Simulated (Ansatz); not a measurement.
The lowest singlet and triplet of CHCl (SMILES [CH]Cl); geometries from B3LYP-D3(BJ)/def2-TZVP, each state relaxed from the structure named, with no frequency check.
Singlet (charge 0, multiplicity 1):
```
atom    x (Å)    y (Å)   z (Å)
----  -------  -------  ------
C     -1.0700   0.5280  0.0000
Cl     0.4793  -0.1649  0.0000
H     -1.7283  -0.3646  0.0000
```
Triplet (charge 0, multiplicity 3):
```xyz
3

C     -1.09179     0.34980     0.00000
Cl     0.50045    -0.10568     0.00000
H     -1.95688    -0.30231     0.00000
```

A positive gap puts the triplet lower; no zero-point energy. R- takes a restricted singlet. U- takes an unrestricted singlet (broken symmetry where lower, unprojected). The triplet is unrestricted in single-reference levels.

Run with Ansatz (Gaussian orbitals). Each number belongs to the level named beside it.

**Question.** One of these levels gives 15.52 kcal/mol for the gap E(singlet) − E(triplet), adiabatic. Name it.
A) R-HF/cc-pV(T+d)Z
B) R-B3LYP/def2-TZVPP
C) U-HF/cc-pV(T+d)Z (spin-contaminated)
D) R-PBE0/def2-TZVPP

**Answer.** A, R-HF/cc-pV(T+d)Z. The others give 8.50 (U-HF/cc-pV(T+d)Z (spin-contaminated)), -3.42 (R-B3LYP/def2-TZVPP), 1.19 (R-PBE0/def2-TZVPP)

Doubts at one or more of the structures used: a restricted determinant that unrestricted orbitals would lower (R-HF/cc-pV(T+d)Z, R-B3LYP/def2-TZVPP, R-PBE0/def2-TZVPP).

Ansatz is an electronic-structure program.
